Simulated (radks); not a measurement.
Spherical quantum dot in the effective-mass picture: electrons in a well V = -V0 / (1 + exp((r - R)/a)) with V0 = 10.5, R = 3.06, a = 0.19, all in effective atomic units (hartree* = m*/eps^2 hartree, bohr* = eps/m* bohr), one dielectric constant everywhere. Calculated with a radial shooting solver with Libxc functionals: non-relativistic Kohn-Sham, LDA (Slater exchange, Perdew-Wang correlation), spin-polarised, spherical densities. Levels are named by radial order and angular momentum (1s, 1p, 1d, 2s, ...), and open shells are averaged over m. Results are scaled to m* = 0.406 and eps = 8.3, for which hartree* = 160.4 meV and bohr* = 1.082 nm.

N = 10, configuration 1s2 1p6 1d(up 2, down 0). This is the lowest configuration that the search found. Occupied and some empty levels:

level,occupation,eigenvalue (meV),<r> (nm)
1s up,1,-910.72,1.987
1s down,1,-903.69,1.977
1p up,3,-850.70,2.174
1p down,3,-842.94,2.171
1d up,2,-760.75,2.313
1d down,0,-752.68,2.312
2s up,0,-654.14,1.654
2s down,0,-650.09,1.657
1f up,0,-646.08,2.424
1f down,0,-637.94,2.425
2p up,0,-509.27,1.909
2p down,0,-504.36,1.908

Energy (meV): total -11844.8, kinetic 1458.1, external -16273, Hartree 3631.9, exchange-correlation -662.05.

Electron density:

r (nm),n(r) (e/nm^3)
0.201,0.02915
0.425,0.03517
0.649,0.04553
0.873,0.06009
1.10,0.07810
1.32,0.09787
1.54,0.1164
1.77,0.1292
1.99,0.1315
2.22,0.1198
2.44,0.09446
2.66,0.06162
2.89,0.03141
3.11,0.01181
3.34,0.003226
3.56,0.0006863
3.78,0.0001284
4.01,0.00002296
4.23,4.083e-06
4.46,7.357e-07
